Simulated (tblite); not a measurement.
C7H8N (doublet state).
Structure used (GFN2-xTB), in Å, numbered top down from 1:
```xyz
16
C7H8N angstrom
C     -0.273    0.294    2.214
C      0.103    0.023    0.964
C      1.313    0.632    0.419
C      1.795    0.423   -0.775
C      2.193    0.145   -1.998
N      2.556   -0.090   -3.086
C     -0.687   -0.875    0.055
C     -1.500   -0.060   -0.952
H      0.287    0.959    2.852
H     -1.157   -0.147    2.642
H      1.835    1.307    1.094
H     -1.363   -1.490    0.651
H     -0.004   -1.534   -0.486
H     -2.200    0.592   -0.434
H     -2.060   -0.724   -1.605
H     -0.846    0.553   -1.568
```

Calculated harmonic vibrations of the isolated species, GFN2-xTB (tblite), most abundant isotopes, no scaling. Errors from tens to a few hundred cm⁻¹ against measured bands are possible. One conformer, not necessarily the lowest. Open shells enter through the occupations alone, without spin polarisation, and single modes of such species can be off by tens of per cent.

Harmonic wavenumbers (cm⁻¹): 45.8, 55.1, 80.1, 196.7, 206.6, 225.3, 286.4, 371.1, 392.6, 495.1, 501.5, 536.4, 664.1, 783.8, 793.3, 828.3, 890.1, 910.7, 1002.7, 1040.3, 1081.5, 1086.0, 1220.8, 1232.0, 1281.4, 1318.5, 1408.3, 1410.7, 1475.6, 1497.9, 1501.3, 1652.2, 1834.5, 2142.5, 2951.9, 2973.9, 2991.8, 3033.7, 3039.4, 3044.9, 3102.1, 3130.8.

A = 3668, B = 1263, C = 998.5 MHz; mass 106.066 u (most abundant isotopes); point group C1, symmetry number 1; spin multiplicity 2.

What is the zero-point energy?

½Σν̃ = 27359 cm⁻¹ = 78.22 kcal/mol.

Entropy at 298.15 K, 1 bar (ideal gas, RRHO, classical rotation)?

Translation 39.92, rotation 28.63, vibration 26.88, spin (R ln 2) 1.38: S = 96.8 cal/(mol K).

And Cp and H(298.15 K) − H(0)?

Cp = 34.06 cal/(mol K), of which vibrations give 26.11 (their classical limit is 42 R = 83.5); H(298.15 K) − H(0) = 6.45 kcal/mol without the zero-point energy, 4.08 from vibrations.

What must be added to the electronic energy to get the Gibbs energy at 298.15 K and 1 bar?

ZPE + [H(298.15 K) − H(0)] − T·S = 78.22 + 6.45 − 28.86 = 55.81 kcal/mol.

Blend soft modes into free rotors: weight 1/[1 + (100 cm⁻¹/ν̃)⁴] for the oscillator and the rest for a rotor with moment μB/(μ + B), μ = h/(8π²ν), B = 10⁻⁴⁴ kg m². What vibrational entropy results?

23.95 cal/(mol K) in place of 26.88, which changes −T·S at 298.15 K by +0.88 kcal/mol.

Hindered rotation and anharmonicity are outside this model. Other conformers, if any are populated, would add a mixing term that is left out. The structure is chiral; the term R ln 2 for an equal mix with its mirror image is left out.
